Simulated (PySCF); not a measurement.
**Shapes and spin states of GaSe2**

These are results of PBE0 in PySCF with Ga def2-SVP, Se def2-SVP; no relativity; density-fitted integrals, not measurements.

Relaxations began from a few typed shapes and spin states; open shells are unrestricted. The search is not exhaustive: other isomers or separated fragments can lie lower, and high-lying points may rest on an excited occupation.

```json
{"spin": "doublet", "group": "C2v", "bonds": "Ga–Se 2.631 Å (×2), Se–Se 2.273 Å", "angles": "Ga–Se–Se 64.4° (×2), Se–Ga–Se 51.2°", "imaginary modes (cm⁻¹)": "none", "ΔE (kJ/mol)": "0.0", "ΔE with ZPE (kJ/mol)": "0.0"}
{"spin": "quartet", "group": "Cs", "bonds": "Ga–Se 2.427 Å, Se–Se 2.495 Å", "angles": "Ga–Se–Se 123.9°", "imaginary modes (cm⁻¹)": "none", "ΔE (kJ/mol)": "228.0", "ΔE with ZPE (kJ/mol)": "226.3"}
```

The lowest minimum found is the doublet C2v: Ga–Se 2.631 Å (×2), Se–Se 2.273 Å; Ga–Se–Se 64.4° (×2), Se–Ga–Se 51.2°.
